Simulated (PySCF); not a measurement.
Species: C₅H₄Br (charge -1).
InChI=1S/C5H4Br/c6-5-3-1-2-4-5/h1-4H/q-1

Computed with PySCF 2.14.0, PBE0-D3(BJ)/def2-TZVP geometry optimisation, gas phase.

Masses are those of the commonest isotopes; rigid-rotor values at the optimised geometry. 

Task: What are A, B and C (GHz)?

Result: Ia = 56.76, Ib = 392.03, Ic = 448.80 u·Å²; 505379 MHz·u·Å²/I gives 8903, 1289 and 1126 MHz, that is A = 8.9031, B = 1.2891, C = 1.1261 GHz.

Task: What kind of rotor is it?

Result: A near-prolate asymmetric top. Ray's parameter κ = (2B − A − C)/(A − C) = -0.958; −1 is the prolate and +1 the oblate limit.

Task: Is it planar, by Δ = Ic − Ia − Ib?

Result: Planar: Δ = Ic − Ia − Ib = 0.00 u·Å². For a rigid frame Δ = −2 Σ m c², so it vanishes when all atoms lie in the ab plane; here none is more than 0.01 Å from it.

Task: Predict some low-J microwave lines.

Result: The dipole components (about the centre of mass, as the species is charged) are |μa| = 4.49 D, |μb| = 0.00 D, |μc| = 0.00 D; the symmetry axis of this C2v structure is a, so μb and μc vanish by symmetry and there are no b-type or c-type lines. Some lines, for components of 0.1 D or more:

```csv
type,branch,"J(Ka,Kc)",MHz,lower level (cm⁻¹)
a,Q,"2(1,1) ← 2(1,2)",489,0.490
a,Q,"3(1,2) ← 3(1,3)",978,0.724
a,Q,"4(1,3) ← 4(1,4)",1630,1.035
a,R,"1(0,1) ← 0(0,0)",2415,0.000
a,R,"2(1,2) ← 1(1,1)",4667,0.335
a,R,"2(0,2) ← 1(0,1)",4828,0.081
a,R,"2(1,1) ← 1(1,0)",4993,0.340
a,R,"3(1,3) ← 2(1,2)",6999,0.490
a,R,"3(0,3) ← 2(0,2)",7235,0.242
a,R,"3(2,2) ← 2(2,1)",7246,1.268
a,R,"3(2,1) ← 2(2,0)",7256,1.269
a,R,"3(1,2) ← 2(1,1)",7489,0.507
a,R,"4(1,4) ← 3(1,3)",9330,0.724
a,R,"4(0,4) ← 3(0,3)",9635,0.483
a,R,"4(2,3) ← 3(2,2)",9659,1.510
a,R,"4(3,2) ← 3(3,1)",9666,2.794
a,R,"4(3,1) ← 3(3,0)",9666,2.794
a,R,"4(2,2) ← 3(2,1)",9685,1.511
a,R,"4(1,3) ← 3(1,2)",9982,0.756
```

Task: Estimate the classical rotational partition function at 100 K, 200 K and 500 K.

Result: Point group C2v, symmetry number σ = 2; q = (√π/σ)·√((kT/h)³/(ABC)), k/h = 20836.6 MHz/K: 23400 at 100 K, 66300 at 200 K, 262000 at 500 K.

Whether it is a minimum is left open (no frequencies). Isolated species at its PBE0-D3(BJ)/def2-TZVP geometry, gas phase. No vibrational averaging or centrifugal distortion is included, and the geometry carries the error of its method. Quadrupole hyperfine structure (79Br) is left out.
